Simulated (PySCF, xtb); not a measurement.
C4H5IO2, SMILES C=C(I)C(=O)OC.

GFN2-xTB (xtb) at its own geometry gives an orbital gap of 3.16 eV and a dipole moment of 1.65 D.

Geometry: B3LYP-D3(BJ)/def2-SVP. The def2 effective core potentials stand for the cores of I; spin–orbit coupling is left out. Other conformers were not sampled.

Q: What does PBE/def2-TZVP (PySCF) give? (Estimate from the structure and the level; the computed values follow.)

A: gap 3.48 eV (levels -6.15 and -2.67 eV), dipole 0.79 D.
